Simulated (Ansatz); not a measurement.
System: LiOH, charge 0, triplet. This triplet is an excited state, 4.2 eV above the singlet at CCSD(T)/def2-QZVPP (Ansatz, a quantum-chemistry and plane-wave program). LiOH (parent SMILES [Li][OH], triplet).
B3LYP-D3(BJ)/def2-TZVP minimum from Ansatz:
```xyz
3

Li    -1.0991    -0.9803    -0.4215
O      0.3506     0.3210     0.0318
H      0.4927     0.3729     1.0101
```
Charge 0, spin multiplicity 3.

Total energies in def2-TZVPP, 8 correlated electrons, 2 frozen orbitals. UHF or UKS for unpaired electrons; spin-orbit terms are left out. Correlated methods leave the cores frozen. No relativity. The spin of HLiO (parent SMILES [Li][OH], triplet) was assumed, and the state is the lowest solution found for it.

```tsv
method	program	energy (Eh)	minus CCSDT(Q) (mEh)
HF	Ansatz	-82.86189	221.50
MP2	Ansatz	-83.06284	20.55
CCSD	Ansatz	-83.07735	6.04
CCSD(T)	Ansatz	-83.08277	0.62
CCSDT(Q)	Ansatz	-83.08339	0.00
```

Rough core times of Ansatz's runs on a shared machine: CCSD(T) under 20 s, CCSDT(Q) 50 s.
